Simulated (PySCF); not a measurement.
**A thermochemical cycle for SnF**

MP2 in PySCF with x2c-SVPall on every atom, spin-free X2C, for the lowest determinant that a PBE0 search found; no spin–orbit coupling. SnF, a doublet (π ↑), has De = 4.58 eV to neutral atoms, and SnF⁺, a singlet (closed shell), has De = 4.95 eV to Sn⁺ + F.

The adiabatic ionisation energy of SnF, between the minima, is 6.76 eV.

Question: Which ionisation energy of the Sn atom does this level give?

Answer: IE(Sn) = IE(molecule) + De(ion) − De(neutral) = 6.76 + 4.95 − 4.58 = 7.13 eV; the measured value is 7.344 eV (NIST ASD).

Correlated steps freeze 19 core orbitals. Correlated levels converge slowly with the basis: in double zeta they bind strong bonds too weakly, by up to about 1 eV, and carry superposition errors of some tenths. These are scalar-relativistic numbers at best; spin–orbit coupling would shift them, the dissociation energy most. For an ion De counts to the pair picked by the measured ionisation energies or electron affinities, which need not be the lowest pair at this level. Where the molecule has an RHF reference, its open-shell atoms are computed with UHF. States were picked by a PBE0 search and need not be the measured ground states.
